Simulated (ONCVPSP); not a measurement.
# Ta: ONCV pseudisation with PBE, scalar-relativistic reference atom.

Input for ONCVPSP 4.0.1:

```
# ATOM AND REFERENCE CONFIGURATION
# atsym  z   nc   nv     iexc    psfile
  Ta 73.00   11    2        4      upf
#
#   n    l    f
    1    0    2.00
    2    0    2.00
    2    1    6.00
    3    0    2.00
    3    1    6.00
    3    2   10.00
    4    0    2.00
    4    1    6.00
    4    2   10.00
    4    3   14.00
    5    0    2.00
    5    1    6.00
    5    2    3.00
#
# PSEUDOPOTENTIAL AND OPTIMIZATION
# lmax
    2
#
#   l,   rc,      ep,       ncon, nbas, qcut
    0    2.40    0.34    4    7    2.30
    1    1.60    0.00    4    9    6.60
    2    2.55    0.00    4    8    7.50
#
# LOCAL POTENTIAL
# lloc, lpopt,  rc(5),   dvloc0
    4    5    1.45    0.00
#
# VANDERBILT-KLEINMAN-BYLANDER PROJECTORs
# l, nproj, debl
    0    2    3.60
    1    2    2.40
    2    2    1.10
#
# MODEL CORE CHARGE
# icmod, fcfact, rcfact
    4    0.30    0.00
#
# LOG DERIVATIVE ANALYSIS
# epsh1, epsh2, depsh
   -4.00    5.00    0.02
#
# OUTPUT GRID
# rlmax, drl
    6.00    0.01
#
# TEST CONFIGURATIONS
# ncnf
    4
# nvcnf
#   n    l    f
    3
    5    1    6.00
    5    2    3.00
    6    0    2.00
#
    3
    5    1    6.00
    5    2    3.00
    6    0    1.00
#
    2
    5    1    6.00
    5    2    2.00
#
    3
    5    1    5.00
    5    2    3.00
    6    0    2.00
#
```

Command:

```bash
oncvpsp.x < Ta.dat > Ta.out
```

Output (shortened: citation, most of the input echo, consistency checks and plot data are left out):

```
ONCVPSP  (Optimized Norm-Conservinng Vanderbilt PSeudopotential)
scalar-relativistic version 4.0.1

#   n    l    f        energy (Ha)
    1    0    2.00    -2.4764574E+03
    2    0    2.00    -4.2595024E+02
    2    1    6.00    -3.7331115E+02
    3    0    2.00    -9.8019507E+01
    3    1    6.00    -8.2365698E+01
    3    2   10.00    -6.4112756E+01
    4    0    2.00    -2.0440659E+01
    4    1    6.00    -1.5306633E+01
    4    2   10.00    -8.7378082E+00
    4    3   14.00    -1.4798100E+00
    5    0    2.00    -3.2543036E+00
    5    1    6.00    -2.0195508E+00
    5    2    3.00    -6.7295661E-01

Reference configufation results
  iterations    32
  all-electron total energy (Ha)   -1.56036977D+04

Begin loop to  construct optimized pseudo wave functions
and semi-local pseudopoentials for all angular momenta

WARNING wellstate: moderately localized bound state found for n= 6 l=  0
WARNING scattering state with energy  0.05000000
WARNING will be used for the first projector

   Wellstate for l =  0  n =  7
     eigenvalue =   0.0500
     asymptotic potential =   0.5500
     half-point radius =  4.5620

   Wellstate for l =  0  n =  9
     eigenvalue =   3.6500
     asymptotic potential =   4.1500
     half-point radius =  3.9469

Calculating optimized projector #   1

 for l=   0

    Fraction of norm inside rc  0.167877
    Optimizing pswf for qcut=   2.29 a_B^-1,  ecut=   2.63 Ha
    Residual kinetic energy error=  1.58D-02 Ha

    Energy error per electron        Cutoff
         Ha          eV             Ha
         0.01000     0.27211        2.89
         0.00100     0.02721       11.94
         0.00010     0.00272       18.55
         0.00001     0.00027       21.80

Calculating optimized projector #   2

 for l=   0

    Fraction of norm inside rc  0.093189
    Optimizing pswf for qcut=   2.29 a_B^-1,  ecut=   2.63 Ha
    Residual kinetic energy error=  3.93D-01 Ha

    Energy error per electron        Cutoff
         Ha          eV             Ha
         0.01000     0.27211       11.48
         0.00100     0.02721       22.58
         0.00010     0.00272       26.69
         0.00001     0.00027       29.45

   Wellstate for l =  1  n =  7
     eigenvalue =   0.3804
     asymptotic potential =   0.8804
     half-point radius =  4.4164

Calculating optimized projector #   1

 for l=   1

    Fraction of norm inside rc  0.782827
    Optimizing pswf for qcut=   6.60 a_B^-1,  ecut=  21.78 Ha
    Residual kinetic energy error=  1.50D-04 Ha

    Energy error per electron        Cutoff
         Ha          eV             Ha
         0.01000     0.27211        7.87
         0.00100     0.02721       17.09
         0.00010     0.00272       28.64
         0.00001     0.00027      101.57

Calculating optimized projector #   2

 for l=   1

    Fraction of norm inside rc  0.042757
    Optimizing pswf for qcut=   6.60 a_B^-1,  ecut=  21.78 Ha
    Residual kinetic energy error=  9.21D-05 Ha

    Energy error per electron        Cutoff
         Ha          eV             Ha
         0.01000     0.27211        6.87
         0.00100     0.02721       14.96
         0.00010     0.00272       21.70
         0.00001     0.00027       53.12

   Wellstate for l =  2  n =  7
     eigenvalue =   0.4270
     asymptotic potential =   0.9270
     half-point radius =  6.0116

Calculating optimized projector #   1

 for l=   2

    Fraction of norm inside rc  0.788668
    Optimizing pswf for qcut=   7.49 a_B^-1,  ecut=  28.07 Ha
    Residual kinetic energy error=  2.04D-09 Ha

    Energy error per electron        Cutoff
         Ha          eV             Ha
         0.01000     0.27211       10.23
         0.00100     0.02721       13.70
         0.00010     0.00272       16.87
         0.00001     0.00027       19.50

Calculating optimized projector #   2

 for l=   2

    Fraction of norm inside rc  0.106045
    Optimizing pswf for qcut=   7.49 a_B^-1,  ecut=  28.07 Ha
    Residual kinetic energy error=  9.70D-10 Ha

    Energy error per electron        Cutoff
         Ha          eV             Ha
         0.01000     0.27211        9.12
         0.00100     0.02721       12.88
         0.00010     0.00272       16.22
         0.00001     0.00027       19.00

Construct Vanderbilt / Kleinmman-Bylander projectors

B matrix Hermiticity error, ll=   0
   1   2   -1.4840E-04

  Orthonormal projector coefficients  9.8762E+00  1.6996E+00

B matrix Hermiticity error, ll=   1
   1   2   -2.5171E-04

  Orthonormal projector coefficients  6.3036E+00  1.1727E+00

B matrix Hermiticity error, ll=   2
   1   2   -7.1578E-05

  Orthonormal projector coefficients  2.7509E+00  3.5897E-01

Model core correction analysis
  based on d2Exc/dn_idn_j

d2excae - all-electron derivatives

   -2.473172D-02   -1.609614D-02
   -1.609575D-02   -2.294233D-02

d2excps - pseudofunction derivatives with no core correction

   -3.815952D-02   -2.071988D-02
   -2.071959D-02   -2.606481D-02

rms 2nd derivative error    7.629130E-03

rmatch, rhocmatch    1.1215    5.6334

Coarse scan for minimum error
  matrix elements: rms 2nd-derivative errors (mHa)
  column index : amplitude prefactor to rhocmatch
  row index : scale prefactor to rmatch

         1.500  2.000  2.500  3.000  3.500  4.000  4.500  5.000  5.500  6.000

  1.0    6.326  6.067  5.869  5.708  5.569  5.445  5.331  5.224  5.122  5.025
  1.1    5.868  5.502  5.207  4.955  4.732  4.529  4.342  4.166  4.000  3.842
  1.2    5.326  4.831  4.417  4.056  3.732  3.437  3.164  2.910  2.672  2.449
  1.3    4.697  4.052  3.500  3.014  2.578  2.181  1.817  1.484  1.181  0.914
  1.4    3.989  3.177  2.477  1.858  1.301  0.796  0.344  0.183  0.543  0.915
  1.5    3.227  2.251  1.416  0.704  0.296  0.697  1.220  1.716  2.180  2.612
  1.6    2.468  1.409  0.754  0.956  1.567  2.197  2.789  3.336  3.842  4.311
  1.7    1.846  1.149  1.487  2.223  2.971  3.667  4.302  4.882  5.412  5.898
  1.8    1.629  1.798  2.620  3.496  4.307  5.037  5.693  6.285  6.820  7.307
  1.9    1.972  2.739  3.742  4.681  5.518  6.258  6.915  7.502  8.027  8.502

Nelder-Mead iteration
 converged in  21 steps
amplitude prefactor, scale prefactor
    4.3629    1.4306

Optimized Teter model core charge

d2excps - pseudofunction derivatives with core correction

   -2.474398D-02   -1.604041D-02
   -1.604009D-02   -2.299986D-02

rms 2nd derivative error    4.915352E-05

Pseudoatom total energy  -37.677508

Diagnostic tests using Vanderbilt-Kleinman-Bylander pseudopotentials
  1 or more projectors used as specified by nproj input data

   l    rcore       rmatch      e in        delta e   norm test  slope test

   0   2.4117705   2.4849971   0.0500000   0.0000024   1.0001365   1.0001365
   0   2.4117705   2.4849971   3.6500000   0.0000952   1.0002789   1.0002789

   1   1.6057329   1.6544864  -2.0195508  -0.0000071   1.0001405   1.0001572
   1   1.6057329   1.6544864   0.3804492   0.0000226   1.0004194   1.0004194

   2   2.5604470   2.6381877  -0.6729566   0.0000002   1.0000551   1.0000641
   2   2.5604470   2.6381877   0.4270434   0.0000117   1.0001550   1.0001550

 Testing for bound ghosts
   n   l    E NL Schr. Eq   E Basis Diag.   E Cutoff

       0                       -1.532628     32.73  WARNING - GHOST(-)
       0                       -0.676257     32.73  WARNING - GHOST(-)
       0                       -0.156669     32.73  WARNING - GHOST(-)

   2   1       -2.019558       -2.019520    153.45

   3   2       -0.672956       -0.672898     52.63

 Testing for highly-localized positive-energy ghosts
       l    <radius>/rc     E Basis Diag.   E Cutoff

       0        0.986589        6.019035     32.73  WARNING - GHOST(+)

Test configuration 0

   n   l     f        eae           eps        diff
   1   0  2.0000-2476.45735862
   2   0  2.0000 -425.95023915
   2   1  6.0000 -373.31114770
   3   0  2.0000  -98.01950689
   3   1  6.0000  -82.36569763
   3   2 10.0000  -64.11275572
   4   0  2.0000  -20.44065925
   4   1  6.0000  -15.30663254
   4   2 10.0000   -8.73780818
   4   3 14.0000   -1.47981005
   5   0  2.0000   -3.25430359
   5   1  6.0000   -2.01955083   -2.01955797   -7.13D-06
   5   2  3.0000   -0.67295661   -0.67295637    2.38D-07

    Total energies and differences
      AE_ref= -1.56036977D+04  AE_tst= -1.56036977D+04  dif=  0.00D+00
      PS_ref= -3.76775084D+01  PS_tst= -3.76775084D+01  dif= -2.13D-14
      PSP excitation error=  2.13D-14

Test configuration 1

psatom: WARNING lschvkbb convergence error n,l,iter=   1   0   2
ea(ii),et,emin,emax -6.774009E-01 -7.451410E-01 -7.451410E-01 -7.451410E-01
run_config: WARNING for fully non-local PS atom, stg. 2
 WARNING no output for configuration 2

Test configuration 2

psatom: WARNING lschvkbb convergence error n,l,iter=   1   0   2
ea(ii),et,emin,emax -6.774009E-01 -7.451410E-01 -7.451410E-01 -7.451410E-01
run_config: WARNING for fully non-local PS atom, stg. 2
 WARNING no output for configuration 3

Test configuration 3

   n   l     f        eae           eps        diff
   1   0  2.0000-2476.92228184
   2   0  2.0000 -426.41691841
   2   1  6.0000 -373.77788362
   3   0  2.0000  -98.48297828
   3   1  6.0000  -82.82919025
   3   2 10.0000  -64.57679524
   4   0  2.0000  -20.90400410
   4   1  6.0000  -15.77021391
   4   2 10.0000   -9.20174220
   4   3 14.0000   -1.94273879
   5   0  2.0000   -3.71296860
   5   1  6.0000   -2.46752063   -2.47252636   -5.01D-03
   5   2  2.0000   -1.07045410   -1.07286800   -2.41D-03

    Total energies and differences
      AE_ref= -1.56036977D+04  AE_tst= -1.56028303D+04  dif=  8.67D-01
      PS_ref= -3.76775084D+01  PS_tst= -3.68089990D+01  dif=  8.69D-01
      PSP excitation error= -1.09D-03

Test configuration 4

psatom: WARNING lschvkbb convergence error n,l,iter=   1   0   2
ea(ii),et,emin,emax -1.022427E+00 -1.124670E+00 -1.124670E+00 -1.124670E+00
run_config: WARNING for fully non-local PS atom, stg. 2
 WARNING no output for configuration 5
```

The run took about 8.1 s on one core of a shared server CPU.
